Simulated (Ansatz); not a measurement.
System: SeCl₂ (charge -1, doublet). SMILES of the parent species: Cl[Se]Cl

Atoms: Se1, Cl2, Cl3. Bonds: Se1-Cl2, Se1-Cl3.

Bond lengths (Å) and angles (degrees) optimised at HF/STO-3G with Ansatz (a program for electronic structure); HF/3-21G with Ansatz; HF/6-31G* with LANL2DZ past Ar with Ansatz; PBE/6-31G* with LANL2DZ past Ar with Ansatz; B3LYP/LANL2DZ with Ansatz; B3LYP/6-31G* with LANL2DZ past Ar with Ansatz, each started from the B3LYP-D3(BJ)/def2-TZVP structure (Ansatz) of the last column. A row stands for all coordinates that are equal there. 6-31G* holds six Cartesian d functions. No wavenumbers were computed at HF/STO-3G, PBE/6-31G* with LANL2DZ past Ar, B3LYP/LANL2DZ, so these may be saddle points.

```
coordinate   HF/STO-3G  HF/3-21G  HF/6-31G* with LANL2DZ past Ar  PBE/6-31G* with LANL2DZ past Ar  B3LYP/LANL2DZ  B3LYP/6-31G* with LANL2DZ past Ar  B3LYP-D3(BJ)/def2-TZVP
-----------  ---------  --------  ------------------------------  -------------------------------  -------------  ---------------------------------  ----------------------
Se1-Cl2          2.380     2.575                           2.554                            2.531          2.567                              2.537                   2.447
Cl2-Se1-Cl3      145.4     179.9                           180.0                            166.7          164.0                              162.4                   163.5
```

Mean signed difference of all 2 bond lengths from B3LYP-D3(BJ)/def2-TZVP: HF/STO-3G -0.068 Å, HF/3-21G 0.128 Å, HF/6-31G* with LANL2DZ past Ar 0.107 Å, PBE/6-31G* with LANL2DZ past Ar 0.084 Å, B3LYP/LANL2DZ 0.120 Å, B3LYP/6-31G* with LANL2DZ past Ar 0.090 Å.
